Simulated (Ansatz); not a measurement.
Cartesian coordinates in Å:
```
Si -1.833 -0.226 -0.200
B 0.079 0.023 0.352
O 0.875 0.161 1.357
Ge 2.012 0.227 -0.296
H -2.206 0.915 -1.077
H -1.921 -1.485 -0.985
H -2.762 -0.292 0.959
H 2.731 1.577 -0.107
H 3.024 -0.898 -0.004
```

The species carries charge 0 and has multiplicity 1.

Problem. List the ωB97M-V/def2-TZVPP orbital energies in eV (Ansatz 0.2.0). (An estimate is asked.)

Solution. The calculation gave: Occupied: -10866.72, -1807.08, -1362.56, -1210.33, -1210.26, -1210.25, -526.76, -189.10, -174.32, -148.21, -123.71, -123.50, -123.44, -102.32, -102.31, -102.31, -36.52, -36.38, -36.36, -36.22, -36.16, -31.06, -18.42, -18.14, -15.71, -13.78, -13.68, -12.67, -12.36, -12.12, -11.52, -8.71. Lowest empty: 0.50, 0.68, 1.80, 2.33, 2.79, 3.04, 3.20, 3.97.
